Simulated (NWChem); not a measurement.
Molecule: C₄H₆O; SMILES C=C=COC

```xyz
11

C      0.3980    -2.1811     0.0000
C     -0.2549    -1.0467     0.0000
C     -0.9562     0.0653     0.0000
O     -0.4863     1.3489     0.0000
C      0.9281     1.4837     0.0000
H      0.6867    -2.6835     0.9242
H      0.6867    -2.6835    -0.9242
H     -2.0432     0.0554     0.0000
H      1.1333     2.5558     0.0000
H      1.3684     1.0187     0.8918
H      1.3684     1.0187    -0.8918
```
Atoms are numbered in this order, from 1.

Results from NWChem. Medium grid unless said otherwise, to which SCAN and Minnesota functionals are sensitive. Structure relaxed at the B3LYP/6-31G* (spherical d) level.

Problem. Order these by “dipole (D)”, lowest first: Hartree-Fock/def2-SVP; B3LYP/def2-SVP; PBE/def2-SVP; M06-2X/def2-SVP.

Solution. PBE/def2-SVP (1.04), B3LYP/def2-SVP (1.09), M06-2X/def2-SVP (1.20), Hartree-Fock/def2-SVP (1.31)
